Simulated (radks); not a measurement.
All-electron atom: Eu44+ in [Ar] 3d1.

All-electron calculation, scalar-relativistic Kohn-Sham, BLYP, spin-polarised, spherical densities, finite nucleus; open shells are filled with parallel spins first (spin-orbit coupling, left out, can overturn this in heavy ions); Fermi nuclear charge, rms radius 5.1115 fm. Program: a radial shooting solver on a logarithmic mesh with Libxc functionals.

Energy parts (eV):
| part | energy |
|---|---|
| total | -249331.61 |
| kinetic | 270012.36 |
| electron-nucleus | -550663.02 |
| Hartree | 35405.14 |
| exchange-correlation | -4086.10 |

Orbitals (lengths in bohr, moments of r in powers of bohr; <r^-3> diverges for s and p1/2; r(max) is where P^2 peaks):
orbital  occ.  eigenvalue (eV)      <r>   r(max)  <r^-3>      <r^4>
1s up       1        -51043.66  0.02232  0.01420       -  1.225e-06
1s down     1        -51043.60  0.02232  0.01420       -  1.225e-06
2s up       1        -10552.49  0.09432  0.08026       -  0.0001873
2s down     1        -10547.47  0.09429  0.08025       -  0.0001870
2p up       3        -9704.389  0.08307  0.06485   10950  0.0001379
2p down     3        -9700.533  0.08304  0.06484   10960  0.0001377
3s up       1        -3984.789   0.2322   0.2187       -   0.005534
3s down     1        -3979.280   0.2324   0.2188       -   0.005547
3p up       3        -3724.536   0.2270   0.2122    2750   0.005383
3p down     3        -3718.803   0.2272   0.2123    2743   0.005399
3d up       1        -3437.197   0.2010   0.1693   388.1   0.003632
3d down     0        -3429.884   0.2012   0.1694   387.5   0.003649

The highest occupied level is 3d up at -3437.2 eV. Summed over all electrons, <r^2> = 0.5995 bohr^2, which gives a Langevin (diamagnetic) susceptibility term of -0.475 x 10^-6 cm^3/mol.
